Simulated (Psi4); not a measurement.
C4H12Ge (SMILES [CH3][Ge]([CH3])([CH3])[CH3]), singlet, geometry from GFN2-xTB; TPSS/3-21G (Psi4).

Here is a job for Psi4.
```
memory 2 GB

molecule mol {
0 1
C    -0.239471   -1.065952   -1.659899
Ge    0.000000    0.000000   -0.000000
C    -0.067197    1.936485   -0.440882
C    -1.452323   -0.437865    1.283704
C     1.758991   -0.432668    0.817077
H    -1.195748   -0.846218   -2.125425
H    -0.206362   -2.129771   -1.443892
H     0.544068   -0.843403   -2.378233
H     0.061617    2.540654    0.452343
H    -1.021103    2.197555   -0.889625
H     0.718713    2.200370   -1.142433
H    -2.425299   -0.209483    0.858704
H    -1.435912   -1.493036    1.540238
H    -1.342578    0.133616    2.200673
H     1.819614   -1.487768    1.067186
H     2.570043   -0.201400    0.132844
H     1.912947    0.138884    1.727621
}

set {
  basis 3-21g
  reference rks
}

energy('tpss')
print_variables()
```

The log (banner, timings and long lists left out):

```
   => Loading Basis Set <=

    Name: 3-21G
    Role: ORBITAL
    Keyword: BASIS

         ---------------------------------------------------------
                                   SCF
               by Justin Turney, Rob Parrish, Andy Simmonett
                          and Daniel G. A. Smith
                              RKS Reference
         ---------------------------------------------------------

  ==> Geometry <==

    Molecular point group: c1
    Full point group: C1

    Geometry (in Angstrom), charge = 0, multiplicity = 1:

       Center              X                  Y                   Z               Mass
    ------------   -----------------  -----------------  -----------------  -----------------
         C           -0.239471000000    -1.065952000000    -1.659899007520    12.000000000000
         GE          -0.000000000000     0.000000000000    -0.000000007520    73.921177761000
         C           -0.067197000000     1.936485000000    -0.440882007520    12.000000000000
         C           -1.452323000000    -0.437865000000     1.283703992480    12.000000000000
         C            1.758991000000    -0.432668000000     0.817076992480    12.000000000000
         H           -1.195748000000    -0.846218000000    -2.125425007520     1.007825032230
         H           -0.206362000000    -2.129771000000    -1.443892007520     1.007825032230
         H            0.544068000000    -0.843403000000    -2.378233007520     1.007825032230
         H            0.061617000000     2.540654000000     0.452342992480     1.007825032230
         H           -1.021103000000     2.197555000000    -0.889625007520     1.007825032230
         H            0.718713000000     2.200370000000    -1.142433007520     1.007825032230
         H           -2.425299000000    -0.209483000000     0.858703992480     1.007825032230
         H           -1.435912000000    -1.493036000000     1.540237992480     1.007825032230
         H           -1.342578000000     0.133616000000     2.200672992480     1.007825032230
         H            1.819614000000    -1.487768000000     1.067185992480     1.007825032230
         H            2.570043000000    -0.201400000000     0.132843992480     1.007825032230
         H            1.912947000000     0.138884000000     1.727620992480     1.007825032230

  Running in c1 symmetry.

  Rotational constants: A =      0.09361  B =      0.09361  C =      0.09361 [cm^-1]
  Rotational constants: A =   2806.29798  B =   2806.29767  C =   2806.29695 [MHz]
  Nuclear repulsion =  395.501409106494350

  Charge       = 0
  Multiplicity = 1
  Electrons    = 68
  Nalpha       = 34
  Nbeta        = 34

  ==> Algorithm <==

  SCF Algorithm Type is DF.
  DIIS enabled.
  MOM disabled.
  Fractional occupation disabled.
  Guess Type is SAD.
  Energy threshold   = 1.00e-06
  Density threshold  = 1.00e-06
  Integral threshold = 1.00e-12

  ==> Primary Basis <==

  Basis Set: 3-21G
    Blend: 3-21G
    Number of shells: 54
    Number of basis functions: 83
    Number of Cartesian functions: 83
    Spherical Harmonics?: false
    Max angular momentum: 2

  ==> DFT Potential <==

   => LibXC <=

    Version 7.1.2
    S. Lehtola, C. Steigemann, M. J. T. Oliveira, and M. A. L. Marques,  SoftwareX 7, 1–5 (2018) (10.1016/j.softx.2017.11.002)

   => Composite Functional: TPSS <=

    TPSS Meta-GGA XC Functional

    J. Tao, et al., Phys. Rev. Lett., 91, 146401, 2003

    Deriv               =              1
    GGA                 =           TRUE
    Meta                =           TRUE

    Exchange Hybrid     =          FALSE
    MP2 Hybrid          =          FALSE

   => Exchange Functionals <=

    1.0000   XC_MGGA_X_TPSS

   => Correlation Functionals <=

    1.0000   XC_MGGA_C_TPSS

   => LibXC Density Thresholds  <==

    XC_MGGA_C_TPSS:  1.00E-15
    XC_MGGA_X_TPSS:  1.00E-15

   => Molecular Quadrature <=

    Radial Scheme          =       TREUTLER
    Pruning Scheme         =           NONE
[...]
    Role: JKFIT
    Keyword: DF_BASIS_SCF

  ==> Integral Setup <==

  SCF_SUBTYPE=INCORE selected. In-core MEM_DF algorithm will be used.
  Using in-core AOs.

  ==> MemDFJK: Density-Fitted J/K Matrices <==

    J tasked:                   Yes
    K tasked:                    No
    wK tasked:                   No
    Algorithm:                 Core
    Schwarz Cutoff:           1E-12
    Mask sparsity (%):       2.6709
    Fitting Condition:        1E-10

   => Auxiliary Basis Set <=

  Basis Set: (3-21G AUX)
    Blend: DEF2-UNIVERSAL-JKFIT
    Number of shells: 232
    Number of basis functions: 967
    Number of Cartesian functions: 967
    Spherical Harmonics?: false
    Max angular momentum: 5

  Minimum eigenvalue in the overlap matrix is 1.1659580360E-02.
  Reciprocal condition number of the overlap matrix is 2.5776372931E-03.
    Using symmetric orthogonalization.

  ==> Pre-Iterations <==

  SCF Guess: Superposition of Atomic Densities via on-the-fly atomic UHF (no occupation information).

   -------------------------
    Irrep   Nso     Nmo
   -------------------------
     A         83      83
   -------------------------
    Total      83      83
   -------------------------

  ==> Iterations <==

                           Total Energy        Delta E     RMS |[F,P]|

   @DF-RKS iter SAD: -2221.76776155265088   -2.22177e+03   0.00000e+00
   @DF-RKS iter   1: -2225.04049305948956   -3.27273e+00   1.51253e-02 ADIIS/DIIS
   @DF-RKS iter   2: -2225.04295785229442   -2.46479e-03   1.36231e-02 ADIIS/DIIS
   @DF-RKS iter   3: -2225.77235378548994   -7.29396e-01   2.20658e-03 ADIIS/DIIS
   @DF-RKS iter   4: -2225.78705955434043   -1.47058e-02   8.77410e-04 ADIIS/DIIS
   @DF-RKS iter   5: -2225.79012310897679   -3.06355e-03   1.00561e-04 ADIIS/DIIS
   @DF-RKS iter   6: -2225.79018096413301   -5.78552e-05   3.18795e-06 DIIS
   @DF-RKS iter   7: -2225.79018100192980   -3.77968e-08   1.08889e-07 DIIS
  Energy and wave function converged.

  ==> Post-Iterations <==

   Electrons on quadrature grid:
      Ntotal   =   67.9999733182 ; deviation = -2.668e-05

    Orbital Energies [Eh]
    ---------------------

    Doubly Occupied:

[...]
      34A     -0.247354

    Virtual:

[...]
      83A      8.558960

    Final Occupation by Irrep:
              A
    DOCC [    34 ]
    NA   [    34 ]
    NB   [    34 ]

  @DF-RKS Final Energy: -2225.79018100192980

   => Energetics <=

    Nuclear Repulsion Energy =            395.5014091064943500
    One-Electron Energy =               -3883.3939775033659316
    Two-Electron Energy =                1367.2068917668455015
    DFT Exchange-Correlation Energy =    -105.1045043719036158
    Empirical Dispersion Energy =           0.0000000000000000
    VV10 Nonlocal Energy =                  0.0000000000000000
    Total Energy =                      -2225.7901810019297955

Computation Completed

Properties will be evaluated at   0.000000,   0.000000,   0.000000 [a0]

Properties computed using the SCF density matrix

 Multipole Moments:

 ------------------------------------------------------------------------------------
     Multipole            Electronic (a.u.)      Nuclear  (a.u.)        Total (a.u.)
 ------------------------------------------------------------------------------------

 L = 1.  Multiply by 2.5417464519 to convert [e a0] to [Debye]
 Dipole X            :         -0.0001503            0.0000000           -0.0001503
 Dipole Y            :          0.0000072           -0.0000000            0.0000072
 Dipole Z            :          0.0000255            0.0000009            0.0000264
 Magnitude           :                                                    0.0001528

 ------------------------------------------------------------------------------------

  Variable Map:
  ----------------------------------------------------------------------------
[...]
  Array Variable Map:
  ----------------------------------------------------------------------------
[...]
[...]
```
